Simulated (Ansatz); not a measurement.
Two isomers of CH7ISi2: A = `[SiH3]C([SiH3])I`, B = `C[SiH]([SiH3])I`.

Gas-phase electronic energies from Ansatz, PBE0-D4/def2-TZVP geometries. CCSD(T)/CBS adds triple-zeta CCSD(T) − MP2 to the extrapolated MP2 energy (def2 sets, frozen cores). Functionals use def2-TZVPP. B3LYP here is the variant with VWN-RPA as its local correlation; programs differ in this. def2 core potentials past Kr. For I outer-core shells are correlated without core-valence functions, which leaves a few kJ/mol of doubt a bond.

(1) Which isomer does CCSD(T)/CBS put lower? Give the gap. (An estimate is asked.)

(2) Give E(B) − E(A) in kJ/mol with B3LYP, MP2/def2-TZVPP, CCSD/def2-TZVPP, PBE0-D4, HF/def2-TZVPP, r2SCAN-D4, B2PLYP. (An estimate is asked.)

Largest T1 diagnostic: 0.010.

## Answers

(1) Ansatz gave: B, by 133.8 kJ/mol.

(2) Ansatz gave: B3LYP -144.6, MP2/def2-TZVPP -129.5, CCSD/def2-TZVPP -133.6, PBE0-D4 -152.5, HF/def2-TZVPP -144.4, r2SCAN-D4 -149.1, B2PLYP -138.2. None reverses the order clearly.

In def2-TZVPP, CCSD(T) changes the Hartree–Fock value by +13.5 kJ/mol (the triples alone add +2.7 kJ/mol) and MP2 by +14.9 kJ/mol. The D4 term adds +4.9 kJ/mol with B3LYP and +2.2 kJ/mol with PBE0; it sums over pairs of atoms, weighted by their polarisabilities, and B3LYP, whose exchange is more repulsive, gets the larger term.
